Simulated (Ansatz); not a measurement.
Reaction (substitution at a C–S bond): `C[S][GeH2][OH]` + `OCS` → `CSCO` + `[OH][GeH2][SH]`

Calculated with Ansatz (gas phase, PBE0-D4/def2-TZVP geometries, no zero-point term in ΔE). CBS: MP2 limit from def2 TZ/QZ plus the TZ coupled-cluster correction, frozen cores. Functionals use def2-TZVPP. B3LYP here is the variant with VWN-RPA as its local correlation; programs differ in this. For Ge outer-core shells are correlated without core-valence functions, which leaves a few kJ/mol of doubt a bond. Scalar relativity is left out up to krypton. Each species was taken in one conformer, which may not be the lowest.

`C[S][GeH2][OH]`:

Cartesian coordinates in Å:
```
C -0.527 1.537 0.599
S -0.315 -0.048 1.456
Ge 0.741 -1.202 -0.105
O -0.358 -1.961 -1.283
H -1.283 1.473 -0.184
H 0.415 1.889 0.178
H -0.864 2.254 1.347
H 1.449 -2.386 0.555
H 1.678 -0.225 -0.845
H -0.936 -1.331 -1.719
```

`OCS`:

Z-matrix (Å, degrees):
```
C
S 1 1.793
O 1 1.405 2 110.6
H 1 1.095 2 109.2 3 123.4
H 1 1.097 2 104.5 3 -120.8
H 2 1.343 1 96.4 3 -70.0
H 3 0.962 1 108.1 2 177.5
```

`CSCO`:

```xyz
10

C     1.252    0.879   -0.182
S     0.366    0.115    1.184
C    -0.740   -0.964    0.257
O    -1.677   -0.294   -0.538
H     1.877    1.667    0.237
H     1.890    0.153   -0.689
H     0.551    1.318   -0.892
H    -1.210   -1.602    1.015
H    -0.158   -1.596   -0.417
H    -2.151    0.325    0.026
```

`[OH][GeH2][SH]`:

```xyz
7

O     0.810    1.255   -0.550
Ge   -0.119   -0.259   -0.515
S    -0.877   -0.671    1.529
H     0.333    1.983   -0.146
H    -1.381   -0.163   -1.387
H     0.886   -1.313   -0.985
H     0.349   -0.831    2.054
```

```
             level  ΔE (kcal/mol)
              PBE0           -7.4
             B3LYP           -7.2
SCS-MP2/def2-QZVPP           -6.9
     MP2/CBS(def2)           -7.0
```

(1) What does CCSD(T)/CBS give? (An estimate is asked.)

Largest T1 diagnostic among the species: 0.012.

Answers

(1) Ansatz gave: -6.8 kcal/mol. The listed levels differ from it by -0.6, -0.4, -0.1, -0.2 kcal/mol.
